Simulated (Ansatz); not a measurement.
Mulliken charges of C₃H₄Ga, SMILES `C#[C][Ga][CH3]` radical from PBE/def2-TZVPP in Ansatz (PBE0-D4/def2-TZVP geometry).

```csv
atom,x (Å),y (Å),z (Å),charge (e)
C1,2.368,-1.002,0.967,-0.041
C2,1.344,-0.856,0.334,-0.289
Ga3,-0.242,-0.810,-0.777,0.164
C4,-1.499,0.713,-0.571,-0.348
H5,3.265,-1.117,1.531,0.199
H6,-1.833,0.739,0.470,0.104
H7,-0.950,1.635,-0.779,0.104
H8,-2.360,0.641,-1.232,0.107
```

Problem. By hand: the dipole of these point charges (1 e Å = 4.8032 D).

Solution. Σ q r = (0.104, 0.001, 0.076) e Å, of length 0.129 e Å = 0.62 D.

Problem. How does the dipole of the full density compare? (Estimate.)

Solution. Computed: (-0.092, 0.103, 0.009) e Å, 0.66 D; the point charges give 0.94 times that, at 120° from its direction.

Point charges leave out the atoms' own dipoles, such as those of lone pairs, and Mulliken's split depends on the basis, so the two needn't agree.
